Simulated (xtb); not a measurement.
C₃H₅, charge -1, singlet, from a rough starting geometry; GFN2-xTB in xtb.

Here is a job for xtb.
```
$ xtb mol.xyz --gfn 2 --chrg -1 --opt vtight --json

# file mol.xyz
8

C      1.30841621     0.01345926     0.01085648
C     -0.03802702     0.42762324    -0.01248339
H      1.58152228    -1.02026923    -0.04481600
H      2.04524652     0.73792623    -0.03646580
H     -0.23359783     1.45470396    -0.00835682
C     -1.11079912    -0.64547267     0.07851369
H     -1.81001469    -0.46406936     0.93222612
H     -1.81930938    -0.53586102    -0.88567432
```

What the program printed (banner, timings and long lists left out):

```
   ID    Z sym.   atoms
    1    6 C      1, 2, 6
    2    1 H      3-5, 7, 8

           -------------------------------------------------
          |                Calculation Setup                |
           -------------------------------------------------

           -------------------------------------------------
          |                 G F N 2 - x T B                 |
           -------------------------------------------------

          ...................................................
          :                      SETUP                      :
          :.................................................:
          :  # basis functions                  17          :
          :  # atomic orbitals                  17          :
          :  # shells                           11          :
          :  # electrons                        18          :
          :  max. iterations                   250          :
          :  Hamiltonian                  GFN2-xTB          :
          :  restarted?                      false          :
          :  GBSA solvation                  false          :
          :  PC potential                    false          :
          :  electronic temp.          300.0000000     K    :
          :  accuracy                    1.0000000          :
          :  -> integral cutoff          0.2500000E+02      :
          :  -> integral neglect         0.1000000E-07      :
          :  -> SCF convergence          0.1000000E-05 Eh   :
          :  -> wf. convergence          0.1000000E-03 e    :
          :  Broyden damping             0.4000000          :
          :  net charge                         -1          :
          :  unpaired electrons                  0          :
          ...................................................

 iter      E             dE          RMSdq      gap      omega  full diag
   1     -9.0553128 -0.905531E+01  0.529E+00    3.46       0.0  T
   2     -9.1193734 -0.640606E-01  0.314E+00    0.69       1.0  T
   3     -9.1199768 -0.603391E-03  0.141E+00    0.65       1.0  T
   4     -9.1157109  0.426593E-02  0.103E+00    0.61       1.0  T
   5     -9.1214140 -0.570314E-02  0.147E-01    0.62       1.0  T
   6     -9.1214318 -0.178150E-04  0.575E-02    0.63       1.0  T
   7     -9.1214323 -0.472572E-06  0.994E-03    0.63       3.6  T
   8     -9.1214325 -0.183514E-06  0.313E-03    0.63      11.3  T
   9     -9.1214325 -0.566186E-08  0.478E-04    0.63      74.0  T
[...]
 * total energy  :    -9.0500861 Eh     change       -0.4668747E-04 Eh
 * total energy  :    -9.0501114 Eh     change       -0.2531292E-04 Eh
 * total energy  :    -9.0501351 Eh     change       -0.2371541E-04 Eh
 * total energy  :    -9.0501547 Eh     change       -0.1955741E-04 Eh
 * total energy  :    -9.0501599 Eh     change       -0.5254567E-05 Eh
 * total energy  :    -9.0501639 Eh     change       -0.4018433E-05 Eh
 * total energy  :    -9.0501652 Eh     change       -0.1304561E-05 Eh
 * total energy  :    -9.0501663 Eh     change       -0.1086217E-05 Eh
 * total energy  :    -9.0501676 Eh     change       -0.1276343E-05 Eh
 * total energy  :    -9.0501687 Eh     change       -0.1113264E-05 Eh
 * total energy  :    -9.0501692 Eh     change       -0.4283897E-06 Eh
 * total energy  :    -9.0501692 Eh     change       -0.3499575E-07 Eh
   *** GEOMETRY OPTIMIZATION CONVERGED AFTER 32 ITERATIONS ***
         :: total energy              -9.050169185333 Eh    ::
[...]
     1   6 C        2.835    -0.223    33.956     9.549
     2   6 C        2.884    -0.043    29.061     8.838
     3   1 H        0.925    -0.099     5.522     3.675
     4   1 H        0.925    -0.111     5.948     3.814
     5   1 H        0.923    -0.092     5.292     3.597
     6   6 C        2.835    -0.223    33.956     9.549
     7   1 H        0.925    -0.111     5.948     3.814
     8   1 H        0.925    -0.099     5.522     3.675

 Mol. C6AA /au·bohr⁶  :        836.007596
 Mol. C8AA /au·bohr⁸  :      17669.564220
 Mol. α(0) /au        :         46.511145

Wiberg/Mayer (AO) data.
largest (>0.10) Wiberg bond orders for each atom

 ---------------------------------------------------------------------------
     #   Z sym  total        # sym  WBO       # sym  WBO       # sym  WBO
 ---------------------------------------------------------------------------
     1   6 C    3.753 --     2 C    1.504     3 H    0.974     4 H    0.973
                             6 C    0.290
     2   6 C    3.974 --     6 C    1.504     1 C    1.504     5 H    0.961
     3   1 H    0.990 --     1 C    0.974
     4   1 H    0.988 --     1 C    0.973
     5   1 H    0.992 --     2 C    0.961
     6   6 C    3.753 --     2 C    1.504     8 H    0.974     7 H    0.973
                             1 C    0.290
     7   1 H    0.988 --     6 C    0.973
     8   1 H    0.990 --     6 C    0.974
 ---------------------------------------------------------------------------

Topologies differ in total number of bonds
Writing topology from bond orders to xtbtopo.mol

molecular dipole:
                 x           y           z       tot (Debye)
 q only:        0.005       0.122       0.031
   full:        0.001       0.158       0.042       0.414
molecular quadrupole (traceless):
                xx          xy          yy          xz          yz          zz
 q only:       -6.206      -1.213       1.809       0.869      -0.816       4.397
  q+dip:       -4.831      -1.052       2.597       0.476       0.250       2.235
   full:       -5.130      -1.108       2.659       0.522       0.193       2.471

optimized geometry written to: xtbopt.xyz

           -------------------------------------------------
          | TOTAL ENERGY               -9.050169185333 Eh   |
          | GRADIENT NORM               0.000035708962 Eh/α |
          | HOMO-LUMO GAP               3.988317241338 eV   |
           -------------------------------------------------

normal termination of xtb
```
